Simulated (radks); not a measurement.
The numbers below are computed, except where a source is named.
Question: All-electron atom: F3+ in [He] 2s2 2p2 (the NIST ground configuration). Code: a radial shooting solver on a logarithmic mesh with Libxc functionals. Model: Dirac Kohn-Sham, exchange-only LDA, spin-unpolarised, spherical densities, point nucleus; open shells fill j = l - 1/2 first. Some entries of the table are withheld. Estimate them.

| orbital | occ. | eigenvalue (eV) | <r^2> (bohr^2) | <r> (bohr) |
|---|---|---|---|---|
| 1s1/2 | 2 | -734.1873 | 0.04226 | 0.1770 |
| 2s1/2 | 2 | -88.9443 | 0.9232 | 0.8826 |
| 2p1/2 | 2 | -71.0816 | 0.8547 | 0.8301 |
| 2p3/2 | 0 | -70.9809 | 0.8569 | 0.8312 |
| 3s1/2 | 0 | -25.2617 | 7.287 | (1) |
| 3p1/2 | 0 | -21.1100 | 8.358 | (2) |
| 3p3/2 | 0 | -21.0936 | 8.371 | (3) |
| 3d3/2 | 0 | -16.3418 | 8.811 | (4) |
| 3d5/2 | 0 | -16.3403 | 8.814 | (5) |

Answer: 
(1) 3s1/2 <r> (bohr): 2.527
(2) 3p1/2 <r> (bohr): 2.690
(3) 3p3/2 <r> (bohr): 2.692
(4) 3d3/2 <r> (bohr): 2.744
(5) 3d5/2 <r> (bohr): 2.744
